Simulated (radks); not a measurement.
Results of a calculation; reference values are marked as such.
Effect of the nuclear size on neutral tantalum, [Xe] 4f14 5d3 6s2. Level of theory: Dirac Kohn-Sham, exchange-only LDA, spin-unpolarised, spherical densities, finite nucleus; open shells are shared between the two j in proportion to 2j + 1; Fermi nuclear charge, rms radius 5.3507 fm (a radial shooting solver on a logarithmic mesh with Libxc functionals). The rms radius is varied about that value; shifts are against it.

| rms radius (fm) | total energy shift (eV) | density at nucleus (e/bohr^3) | 1s1/2 shift (meV) | 2s1/2 shift (meV) | 5s1/2 shift (meV) | 5p1/2 shift (meV) | 6s1/2 shift (meV) | 5d5/2 shift (meV) | 6p1/2 (empty) shift (meV) |
|---|---|---|---|---|---|---|---|---|---|
| 4.3929 | -17.6 | 1.397e+06 | -7140 | -996 | -8.73 | 0.566 | -0.572 | 0.495 | 0.171 |
| 5.0939 | -4.94 | 1.329e+06 | -2010 | -280 | -2.45 | 0.159 | -0.161 | 0.139 | 0.048 |
| 5.3507 | 0 | 1.307e+06 | 0.000 | 0.000 | 0.000 | 0.000 | 0.000 | 0.000 | 0.000 |
| 5.6236 | 5.42 | 1.286e+06 | 2200 | 307 | 2.69 | -0.174 | 0.177 | -0.153 | -0.053 |
| 6.6456 | 27.3 | 1.215e+06 | 11100 | 1550 | 13.6 | -0.875 | 0.888 | -0.769 | -0.265 |

Slopes of the eigenvalues against <r^2> in GHz/fm^2, as finite differences over the two radii next to the reference (eigenvalue slopes, not the field-shift constants of lines): 1s1/2 179000, 2s1/2 25000, 5s1/2 219, 5p1/2 -14.2, 6s1/2 14.4, 5d5/2 -12.4, 6p1/2 (empty) -4.29.
